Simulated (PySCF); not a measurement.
## Building multiplets from coupling constants

Mapped SMILES: `[N:1]#[C:2][CH2:3][C:4]([F:5])([F:6])[F:7]` (H(Xn): hydrogen on atom n).

Theory: couplings computed with B3LYP/pcJ-1, geometry from PBE0-D3(BJ)/def2-SVP, σ from GIAO-PBE0/pcSseg-1, in PySCF 2.14 (rapidly exchanging positions averaged, relativity neglected, one computed conformer, gas phase).

Shifts are taken against calculated references (same method and geometry level): ¹⁹F (177.25 ppm) vs CFCl3; ¹³C (184.41 ppm), ¹H (31.27 ppm) vs TMS.

Spectrometer: 500 MHz for ¹H. First-order analysis; couplings under 1 Hz (under 4 Hz in carbon signals) are ignored, and nearly equal couplings are merged; the smaller ones broaden or split the lines further.

(1) What pattern does F5/F6/F7 show (¹⁹F)?

(2) What pattern does C3 show in the proton-coupled ¹³C spectrum?

(3) What pattern does H(C3) show (¹H)?

Answers

(1) A triplet at δ -76.6: 8.7 Hz to H(C3) (2 × ¹H, 3 bonds away). Lines in Hz from the centre (relative intensity): +8.7 (1), +0.0 (2), -8.7 (1). The outer lines are 17.4 Hz apart, the sum of the couplings kept, or 0.037 ppm at this field.

(2) A triplet of quartets at δ 25.8: 142.8 Hz to H(C3) (2 × ¹H, 1 bond away), 39.3 Hz to F5/F6/F7 (3 × ¹⁹F, 2 bonds away). Lines in Hz from the centre (relative intensity): +201.8 (1), +162.4 (3), +123.2 (3), +83.8 (1), +59.0 (2), +19.6 (6), -19.6 (6), -59.0 (2), -83.8 (1), -123.2 (3), -162.4 (3), -201.8 (1). The outer lines are 403.5 Hz apart, the sum of the couplings kept, or 3.209 ppm at this field.

(3) A quartet at δ 2.73: 8.7 Hz to F5/F6/F7 (3 × ¹⁹F, 3 bonds away). Lines in Hz from the centre (relative intensity): +13.1 (1), +4.3 (3), -4.3 (3), -13.1 (1). The outer lines are 26.1 Hz apart, the sum of the couplings kept, or 0.052 ppm at this field.
